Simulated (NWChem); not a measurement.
arsenic trifluoride (AsF3); SMILES F[As](F)F

```xyz
4

F     -1.4566    -0.3932    -0.5050
As     0.0000     0.0000     0.3839
F      1.0688    -1.0648    -0.5050
F      0.3878     1.4580    -0.5050
```
Atoms are numbered in this order, from 1.

Results from NWChem. Geometry: optimised at PBE-D3(BJ)/def2-SVP. Vertical excitations in the gas phase.

Question: Predict the results for PBE0/def2-SVPD, TDA. Quantities: lowest excitation, singlet (eV); oscillator strength of that lowest state; orbital gap (eV).

Answer: 
* **lowest excitation, singlet (eV)**: 7.90
* **oscillator strength of that lowest state**: 0.162
* **orbital gap (eV)**: 8.76
